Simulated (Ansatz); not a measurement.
`[SiH3][GeH2][SiH2][GeH2][SiH3]` + H₂O → `[OH][GeH2][SiH3]` + `[SiH3][GeH2][SiH3]`  (formal hydrolysis of a Ge–Si bond)

Program: Ansatz. Geometries: PBE0-D4/def2-TZVP. ΔE: electronic, gas phase. CBS: MP2 limit from def2 TZ/QZ plus the TZ coupled-cluster correction, frozen cores. This one scheme is used for every species. Functionals use def2-TZVPP. For Ge outer-core shells are correlated without core-valence functions, which leaves a few kJ/mol of doubt a bond. Scalar relativity is left out up to krypton. Each species was taken in one conformer, which may not be the lowest.

**Question.** Is it downhill or uphill in electronic energy at CCSD(T)/CBS, and by how much? (An estimate is asked.)

**Answer.** Computed: Uphill: ΔE = +0.25 eV.

**Question.** What do these levels give: LDA (SPW92), BHLYP-D4, ωB97X-V, B2PLYP, PBE-QIDH, BLYP, r2SCAN0, BHLYP, MP2/def2-SVP, CCSD(T)/def2-TZVPP, MP2/def2-QZVPP, CCSD/CBS(def2)? (Estimate.)

**Answer.** The calculation gave: LDA (SPW92) 0.28, BHLYP-D4 0.16, ωB97X-V 0.11, B2PLYP 0.04, PBE-QIDH 0.20, BLYP -0.07, r2SCAN0 0.17, BHLYP -0.04, MP2/def2-SVP 0.12, CCSD(T)/def2-TZVPP 0.18, MP2/def2-QZVPP 0.24, CCSD/CBS(def2) 0.20 eV.

Largest T1 diagnostic among the species: 0.012.

The D4 term adds +0.19 eV with B3LYP and +0.12 eV with PBE0; it sums over pairs of atoms, weighted by their polarisabilities, and B3LYP, whose exchange is more repulsive, gets the larger term. At CCSD(T), def2-SVP lies −0.14 eV from the extrapolated value and def2-TZVPP −0.07 eV. Leaving LDA and LC-ωPBE aside and taking each functional with its dispersion term where it has one, the values, not all of them listed here, spread over 0.26 eV, from B2PLYP to HSE06-D4. LDA lies +0.11 eV from PBE without D4.

B3LYP here is the variant with VWN-RPA as its local correlation; programs differ in this.
